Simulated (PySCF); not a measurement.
**Basis and Hamiltonian dependence of the excitation energy of Fe²⁺**

Fe²⁺ [Ar] 3d6 (5D) → Fe²⁺ [Ar] 3d5 4p1 (7P). Calculated with PySCF 2.14 from differences of total energies of unrestricted determinants, without spin-orbit coupling. Values in eV.

```
                                                               basis       Hamiltonian  functions    UHF  r2SCAN    PBE0  MP2 (valence)  CCSD(T) (valence)  CCSD(T) (valence and next inner shell)
                                                      aug-cc-pVDZ-DK     spin-free X2C         59  8.587   9.869  10.118          9.694              9.668                                     n/a
                                                         aug-cc-pVDZ  non-relativistic         59  8.866  10.145  10.392          9.969              9.944                                     n/a
                                                        ANO-RCC-VTZP     spin-free X2C         59  8.700   9.914  10.146          9.968              9.925                                   9.934
                                                        x2c-TZVPPall     spin-free X2C         64  8.474   9.786  10.036          9.730              9.696                                   9.807
                                                         def2-TZVPPD  non-relativistic         67  8.747  10.071  10.305          9.999              9.966                                  10.074
   x2c-TZVPPall with one added diffuse shell each of s, p, d, f type     spin-free X2C         80  8.473   9.779  10.032          9.729              9.694                                   9.803
                                                         aug-cc-pVTZ  non-relativistic         93  8.756  10.092  10.327         10.043             10.003                                     n/a
                                                      aug-cc-pVTZ-DK     spin-free X2C         93  8.481   9.820  10.057          9.769              9.728                                     n/a
                                                          dyall-av2z  non-relativistic        101  8.822  10.226  10.453          9.953              9.928                                     n/a
                                                        x2c-QZVPPall     spin-free X2C        103  8.497   9.839  10.078          9.824                n/a                                     n/a
 aug-cc-pVTZ with one added diffuse shell each of s, p, d, f, g type  non-relativistic        118  8.756  10.090  10.327         10.043                n/a                                     n/a
                                                       aug-cc-pwCVTZ  non-relativistic        127  8.764  10.110  10.342         10.144                n/a                                     n/a
x2c-QZVPPall with one added diffuse shell each of s, p, d, f, g type     spin-free X2C        128  8.497   9.838  10.077          9.826                n/a                                     n/a
                                                      aug-cc-pVQZ-DK     spin-free X2C        140  8.492   9.828  10.071          9.888                n/a                                     n/a
```

Frozen in the all-electron rows: valence: [Ar]; valence and next inner shell: [Ne].

Non-relativistic rows lack the scalar-relativistic shift.
